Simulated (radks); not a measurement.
Charge is removed step by step from the 2p down level of Ga3+, starting from [He] 2s2 2p(up 3, down 3) 3s2 3p6 3d10. Calculated with a radial shooting solver on a logarithmic mesh with Libxc functionals: scalar-relativistic Kohn-Sham, PBE, spin-polarised, spherical densities, finite nucleus; Fermi nuclear charge, rms radius 3.9973 fm.

| removed (e) | E - E(0) (eV) | eigenvalue (eV) | E minus straight line (eV) |
|---|---|---|---|
| 0 | 0.000 | -1132.3 | 0.000 |
| 0.25 | 285.08 | -1149.5 | -6.513 |
| 0.5 | 574.47 | -1166.8 | -8.719 |
| 0.75 | 868.22 | -1184.3 | -6.564 |
| 1 | 1166.4 | -1202.1 | 0.000 |

Removing the whole electron costs 1166.4 eV by Delta-SCF, against 1132.3 eV from minus the eigenvalue at the starting occupation. Slater's transition state (half an electron removed) gives 1166.8 eV. Integrating minus the eigenvalue over the occupation (Janak's theorem) gives 1166.9 eV. In this scalar-relativistic scheme the density is built from large components alone, so the theorem holds only approximately. The mean slope of the eigenvalue, de/dn, is 69.7 eV per electron.
